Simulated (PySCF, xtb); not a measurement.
H2Sb, SMILES [SbH2+] (connectivity only; charge and spin as stated), charge +1, multiplicity 1.

GFN2-xTB in xtb 6.7.1 at its own geometry gives an orbital gap of 2.08 eV.

Coordinates come from a B3LYP-D3(BJ)/def2-TZVPD optimisation. The def2 effective core potentials stand for the cores of Sb; spin–orbit coupling is left out.

Q: What does ωB97X/def2-TZVPD run with PySCF give? (Estimate from the structure and the level; the computed values follow.)

A: gap 8.37 eV (levels -17.28 and -8.91 eV).
